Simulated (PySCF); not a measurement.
**Stretching BeC⁺**

Set-up: PySCF, spin-free X2C with a Gaussian nucleus, basis sets Be jorge-DZP-DKH, C jorge-DZP-DKH. Energies in eV from Be⁺ + C in their ground configurations at the same level. All curves are PBE0. state 1: ⁴Σ⁻ (quartet), unpaired electrons σ ↑, π ↑↑; state 2: ²Π (doublet), unpaired electrons π ↑, a second solution, started from another occupation; state 3: Ms = 0.5 determinant of mixed spin (⟨S²⟩ near 1.8), unpaired electrons σ ↑, π ↑↓, a mixture of terms (⟨Lz²⟩ = 2.0), a second solution, started from another occupation; state 4: Ms = 0.5 determinant of mixed spin (⟨S²⟩ near 1.8), unpaired electrons σ ↓, π ↑↑, a second solution, started from another occupation.

| R (Å) | state 1 | state 2 | state 3 | state 4 |
| --- | --- | --- | --- | --- |
| 1.367 | -1.952 | 0.372 | -1.025 | -0.871 |
| 1.431 | -2.411 | -0.443 | -1.481 | -1.316 |
| 1.495 | -2.671 | -1.027 | -1.740 | -1.566 |
| 1.542 | -2.766 | -1.346 | -1.834 | -1.655 |
| 1.590 | -2.793 | -1.584 | -1.862 | -1.680 |
| 1.638 | -2.767 | -1.757 | -1.836 | -1.655 |
| 1.701 | -2.668 | -1.909 | -1.741 | -1.562 |
| 1.781 | -2.472 | -2.006 | -1.552 | -1.384 |
| 1.876 | -2.174 | -2.027 | -1.271 | -1.133 |
| 2.003 | -1.741 | -1.955 | -0.876 | -0.816 |

Question: Put a parabola through the three lowest points of the state 1 curve and estimate Re, k and ωe (reduced mass 5.147 u; 1 eV/Å² = 0.16022 mdyn/Å; ωe = 1302.8·√(k/μ) cm⁻¹).

Answer: Through R = 1.542, 1.59, 1.638 Å the second-order coefficient is 11.5 eV/Å², so Re ≈ 1.590 Å, k ≈ 3.69 mdyn/Å and ωe ≈ 1102 cm⁻¹. A polynomial fit of higher order to the unrounded PBE0 energies gives Re = 1.589 Å, k = 3.79 mdyn/Å, ωe = 1119 cm⁻¹; anharmonicity and rounding make the difference.

The higher-order fit for each curve: state 1: Re = 1.589 Å, ωe = 1119 cm⁻¹, De = 2.79 eV; state 2: Re = 1.852 Å, ωe = 659 cm⁻¹, minimum 2.03 eV below the ground-state fragments; state 3: Re = 1.589 Å, ωe = 1108 cm⁻¹, minimum 1.86 eV below the ground-state fragments; state 4: Re = 1.588 Å, ωe = 1092 cm⁻¹, minimum 1.68 eV below the ground-state fragments.

⟨S²⟩ of the unrestricted solution departs from its pure value on part of the curve, where spin states mix. For an ion De counts to the pair picked by the measured ionisation energies or electron affinities, which need not be the lowest pair at this level. The state is the lowest determinant that a PBE0 search found; another state may lie lower at other levels.
